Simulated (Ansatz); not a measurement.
Geometry optimisation, Ansatz 0.2.0, RKS CAM-B3LYP-D4/def2-mTZVP.

Input:

```yaml
crystal:
  periodic: [false, false, false]
  atoms:
    - { symbol: Zn, position_ang: [-1.015961, 0.83963, -0.555407] }
    - { symbol: C, position_ang: [-0.089338, 0.094058, 2.397785] }
    - { symbol: H, position_ang: [-0.563501, -0.620563, 3.067913] }
    - { symbol: H, position_ang: [0.491929, -0.451682, 1.653811] }
    - { symbol: H, position_ang: [0.580269, 0.735858, 2.967288] }
    - { symbol: C, position_ang: [0.063568, -0.047284, -1.902289] }
    - { symbol: H, position_ang: [0.289593, -1.07543, -1.614891] }
    - { symbol: H, position_ang: [-0.442951, -0.080931, -2.867764] }
    - { symbol: H, position_ang: [1.014643, 0.466975, -2.049358] }
    - { symbol: H, position_ang: [-1.863359, 1.535364, 0.556938] }
    - { symbol: H, position_ang: [-0.859892, 0.708405, 1.908975] }
basis:
  gaussian: { orbitals: def2-mTZVP }
hamiltonian:
  xc: cam_b3lyp
  dispersion: d4
relax:
  f_tol: 0.03
  max_steps: 50
```

Command:

```bash
$ ansatz run input.yaml --threads 4 --pin off --max-ram 5120MiB --backend cpu --events-out ev --progress --plain --runs-dir out
```

Where does it end, and by what steps?

The forces met the threshold. The force dipped under the threshold on the way, but the program's further checks kept it going. After 28 steps the energy has fallen by 0.179 eV; H10 moved furthest, 0.85 Å.

```csv
step,energy less start (eV),largest force component (eV/Å),accepted
0,0.0000,0.520,yes
1,-0.1054,0.220,yes
2,-0.1470,0.083,yes
3,-0.1614,0.073,yes
4,-0.1611,0.184,no
5,-0.1634,0.061,yes
6,-0.1655,0.008,yes
7,-0.1674,0.050,yes
8,-0.1685,0.085,yes
9,-0.1694,0.074,yes
10,-0.1704,0.057,yes
11,-0.1709,0.050,yes
12,-0.1713,0.067,yes
13,-0.1717,0.032,yes
14,-0.1720,0.082,yes
15,-0.1725,0.027,yes
16,-0.1729,0.087,yes
17,-0.1736,0.077,yes
18,-0.1745,0.064,yes
19,-0.1745,0.188,no
20,-0.1751,0.100,yes
21,-0.1765,0.051,yes
22,-0.1757,0.226,no
23,-0.1768,0.067,yes
24,-0.1779,0.042,yes
25,-0.1775,0.181,no
26,-0.1770,0.148,no
27,-0.1783,0.005,yes
28,-0.1788,0.023,yes
```

```xyz
11
Properties=species:S:1:pos:R:3
Zn -1.247 1.078 -0.730
C 0.008 -0.037 2.282
H 0.183 -0.501 3.251
H 0.202 -0.763 1.495
H 0.676 0.814 2.164
C 0.076 -0.016 -1.638
H -0.102 -1.078 -1.463
H 0.064 0.144 -2.717
H 1.084 0.208 -1.284
H -2.312 1.953 -0.028
H -1.026 0.302 2.231
```

Whether the end is a true minimum wasn't checked by a vibrational analysis.

Time of the run: 50 s on 4 threads of Arm Neoverse V1 (shared host), peak memory 0.24 GiB.
